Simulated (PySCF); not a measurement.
The isolated species `C=CCC[O][GeH3]` is ionised with Mg Kα (hν = 1253.6 eV). Calculated photoelectron kinetic energies of its computed core levels, recoil neglected:

| line | kinetic energy (eV) |
| --- | --- |
| 1 | 963.46 |
| 2 | 963.06 |
| 3 | 963.02 |
| 4 | 961.65 |
| 5 | 716.15 |

Level of theory: PySCF, delta-SCF UKS SCAN, pcX-2 on the ionised atom, pcseg-1 elsewhere, spin-free X2C.

Task: Convert to binding energies and name the level and atom behind each line. Numbering: `[CH2:1]=[CH:2][CH2:3][CH2:4][O:5][GeH3:6]`.

Result: Against the vacuum level, binding energy = hν − kinetic energy.

```csv
line,binding energy (eV),level,atoms,environment
1,290.14,C 1s,C1,terminal =CH2 carbon
2,290.54,C 1s,C2,alkene CH carbon
3,290.58,C 1s,C3,allylic carbon
4,291.95,C 1s,C4,sp3 carbon bound to oxygen
5,537.45,O 1s,O5,oxygen bonded to C and Ge
```

Task: Where does line 4 move with hν = 1000.0 eV?

Result: To 1000.0 − 291.95 = 708.05 eV; every photoline shifts by the change in photon energy, -253.6 eV.

The listed C 1s values span 1.81 eV, from C1 (bonded to C (double bond) and 2 H) to C4 (bonded to O, C and 2 H). The values 290.54 and 290.58 eV lie too close for their order to be trusted.

Task: Which photon energy gives electrons from O 1s of O5 a kinetic energy of 20 eV, and what is their de Broglie wavelength?

Result: hν = 537.45 + 20 = 557.45 eV, recoil neglected; λ = 12.264 Å/√(E/eV) = 2.74 Å.

Other core shells, valence and Auger electrons aren't listed. No level of germanium is listed. One conformer (not necessarily the lowest) at the PBE0-D3(BJ)/def2-SVP geometry, without solvent, vibrations or thermal averaging.

The run took 60 s on Arm Neoverse V1, one thread, no GPU, shared host.

The values belong to the conformer `[CH2:1]=[CH:2][CH2:3][CH2:4][O:5][GeH3:6]`: C1–C2–C3–C4 118°, C2–C3–C4–O5 176°, C3–C4–O5–Ge6 175°.
